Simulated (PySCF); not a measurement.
A calculated (PBE0, PySCF 2.14, x2c-QZVPPall with one added diffuse shell each of s, p, d, f type, scalar relativity by spin-free X2C-1e) atom or ion has these occupied shells.

| shell | electrons | orbital energy (eV) | rms radius, mean of both spins (bohr) |
| --- | --- | --- | --- |
| 1s | 2 | -30376.1 | 0.0325 |
| 2s | 2 | -4672.0 | 0.133 |
| 2p | 6 | -4198.4 | 0.118 |
| 3s | 2 | -950.55 | 0.353 |
| 3p | 6 | -794.80 | 0.354 |
| 3d | 10 | -556.01 | 0.332 |
| 4s | 2 | -185.44 | 0.841 |
| 4p | 6 | -137.02 | 0.910 |
| 4d | 10 | -65.792 | 1.10 |
| 5s | 2 | -39.887 | 2.15 |

Q: Name the element and its charge.

A: Sb³⁺ (antimony, charge +3), in [Kr] 4d10 5s2, closed-shell 1S.
